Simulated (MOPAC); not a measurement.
MOPAC input (MNDO):

```
MNDO 1SCF UHF MS=0.5 GEO-OK AUX(PRECISION=9) THREADS=1
H2BFN

B    -0.33798700 1    0.09072800 1   -0.26029400 1
F     0.16984500 1    1.06678600 1    0.49152500 1
H    -1.29656300 1    0.31832100 1   -0.94509000 1
N     0.12028500 1   -1.22942000 1   -0.18464500 1
H     0.61589600 1   -1.76709500 1   -0.88464500 1
```

Output:

```
 *******************************************************************************
 **                                                                           **
 **                              MOPAC v23.2.5                                **
 **                                                                           **
 *******************************************************************************
 ** MOPAC's Digital Object Identifier: https://doi.org/10.5281/zenodo.6511958 **
 **                                                                           **
 ** Please cite the open-source release paper for use of this MOPAC version:  **
 ** J. E. Moussa and J. J. P. Stewart (2026)                                  **
 ** MOPAC: An open-source semiempirical molecular orbital program             **
 ** J. Open Source Softw., 11(119), 8025, https://doi.org/10.21105/joss.08025 **
 *******************************************************************************

                              MNDO CALCULATION RESULTS

 *******************************************************************************
 *  MNDO       - The MNDO Hamiltonian to be used
 *  GEO-OK     - OVERRIDE INTERATOMIC DISTANCE AND OTHER SAFETY CHECKS
 *  UHF        - UNRESTRICTED HARTREE-FOCK CALCULATION
 *  MS=        - IN MECI, MAGNETIC COMPONENT OF SPIN =  0.5
 *  1SCF       - DO 1 SCF AND THEN STOP
 *  AUX        - OUTPUT AUXILIARY INFORMATION
 *******************************************************************************
MNDO 1SCF UHF MS=0.5 GEO-OK AUX(PRECISION=9) THREADS=1
 H2BFN

   ATOM   CHEMICAL          X               Y               Z
  NUMBER   SYMBOL      (ANGSTROMS)     (ANGSTROMS)     (ANGSTROMS)

     1       B         -0.33798700  *   0.09072800  *  -0.26029400  *
     2       F          0.16984500  *   1.06678600  *   0.49152500  *
     3       H         -1.29656300  *   0.31832100  *  -0.94509000  *
     4       N          0.12028500  *  -1.22942000  *  -0.18464500  *
     5       H          0.61589600  *  -1.76709500  *  -0.88464500  *

          CARTESIAN COORDINATES

    NO.       ATOM           X           Y           Z

     1         B         -0.3380      0.0907     -0.2603
     2         F          0.1698      1.0668      0.4915
     3         H         -1.2966      0.3183     -0.9451
     4         N          0.1203     -1.2294     -0.1846
     5         H          0.6159     -1.7671     -0.8846

  H: (MNDO): M.J.S. DEWAR, W. THIEL, J. AM. CHEM. SOC., 99, 4899, (1977)
  B: (MNDO): M.J.S. DEWAR, M.L. MCKEE, J. AM. CHEM. SOC., 99, 5231, (1977)
  N: (MNDO): M.J.S. DEWAR, W. THIEL, J. AM. CHEM. SOC., 99, 4899, (1977)
  F: (MNDO): M.J.S. DEWAR, H.S. RZEPA, J. AM. CHEM. SOC., 100, 777, (1978)

           Empirical Formula: H2 N B F  =     5 atoms

      MOLECULAR POINT GROUP   :   C1

          UHF CALCULATION, NO. OF ALPHA ELECTRONS =    9
                           NO. OF BETA  ELECTRONS =    8

 -------------------------------------------------------------------------------
 MNDO 1SCF UHF MS=0.5 GEO-OK AUX(PRECISION=9) THREADS=1
 H2BFN

     1SCF WAS SPECIFIED, SO BFGS WAS NOT USED
     SCF FIELD WAS ACHIEVED

                              MNDO CALCULATION
                                                       MOPAC v23.2.5 Linux

          FINAL HEAT OF FORMATION =        -60.11750 KCAL/MOL =    -251.53164 KJ/MOL

          COSMO AREA              =         76.42 SQUARE ANGSTROMS
          COSMO VOLUME            =         57.54 CUBIC ANGSTROMS

          IONIZATION POTENTIAL    =         11.564753 EV
          ALPHA SOMO LUMO (EV)    =        -11.963  1.286
          BETA  SOMO LUMO (EV)    =        -11.565 -0.343
          NO. OF ALPHA ELECTRONS  =          9
          NO. OF BETA  ELECTRONS  =          8
          MOLECULAR WEIGHT        =         45.8309         POINT GROUP:  C1

          MOLECULAR DIMENSIONS (Angstroms)

            Atom       Atom       Distance
            H     5    F     2     3.18177
            H     3    F     2     1.89810
            N     4    H     3     0.53322

          SCF CALCULATIONS        =          1

   ATOM   CHEMICAL          X               Y               Z
  NUMBER   SYMBOL      (ANGSTROMS)     (ANGSTROMS)     (ANGSTROMS)

     1       B         -0.33798700  *   0.09072800  *  -0.26029400  *
     2       F          0.16984500  *   1.06678600  *   0.49152500  *
     3       H         -1.29656300  *   0.31832100  *  -0.94509000  *
     4       N          0.12028500  *  -1.22942000  *  -0.18464500  *
     5       H          0.61589600  *  -1.76709500  *  -0.88464500  *

                             CARTESIAN COORDINATES

   1    B       -0.337987000     0.090728000    -0.260294000
   2    F        0.169845000     1.066786000     0.491525000
   3    H       -1.296563000     0.318321000    -0.945090000
   4    N        0.120285000    -1.229420000    -0.184645000
   5    H        0.615896000    -1.767095000    -0.884645000

           Empirical Formula: H2 N B F  =     5 atoms

      MOLECULAR POINT GROUP   :   C1

          ALPHA EIGENVALUES
 -46.20051 -33.79501 -20.76547 -18.22777 -17.38972 -16.48782 -14.66902 -12.49909
 -11.96304   1.28637   1.72777   4.29040   6.62503   7.50533

           BETA EIGENVALUES
 -46.12369 -31.57560 -20.47776 -18.01553 -17.05492 -16.43780 -13.96436 -11.56475
  -0.34294   1.46317   2.05522   4.74830   6.96272   7.84705

              NET ATOMIC CHARGES AND DIPOLE CONTRIBUTIONS

  ATOM NO.   TYPE          CHARGE      No. of ELECS.   s-Pop       p-Pop
    1          B           0.178372        2.8216     1.11504     1.70659
    2          F          -0.171800        7.1718     1.83245     5.33936
    3          H           0.015374        0.9846     0.98463
    4          N          -0.205590        5.2056     1.66547     3.54012
    5          H           0.183645        0.8164     0.81636
 DIPOLE           X         Y         Z       TOTAL
 POINT-CHG.    -0.101    -1.124    -1.296     1.719
 HYBRID         0.411     0.167    -0.505     0.672
 SUM            0.310    -0.956    -1.801     2.062

          ATOMIC ORBITAL ELECTRON POPULATIONS

     Atom    s        px        py        pz
    1  B   1.11504   0.62219   0.60123   0.48317
    2  F   1.83245   1.86206   1.71336   1.76393
    3  H   0.98463
    4  N   1.66547   1.09241   1.21362   1.23409
    5  H   0.81636

                    (SZ)    =    0.500000
                    (S**2)  =    0.756521

          ATOMIC ORBITAL SPIN POPULATIONS

    Atom   Total    s     px     py     pz
         Atomic
    1  B -0.0725 -0.015 -0.031 -0.011 -0.016
    2  F  0.0165  0.001 -0.000  0.004  0.011
    3  H  0.0560  0.056
    4  N  1.0309  0.041  0.647  0.057  0.285
    5  H -0.0309 -0.031

 **********************
 *                    *
 * JOB ENDED NORMALLY *
 *                    *
 **********************

 == MOPAC DONE ==
```

The geometry given is a B3LYP-D3(BJ)/def2-TZVP minimum.
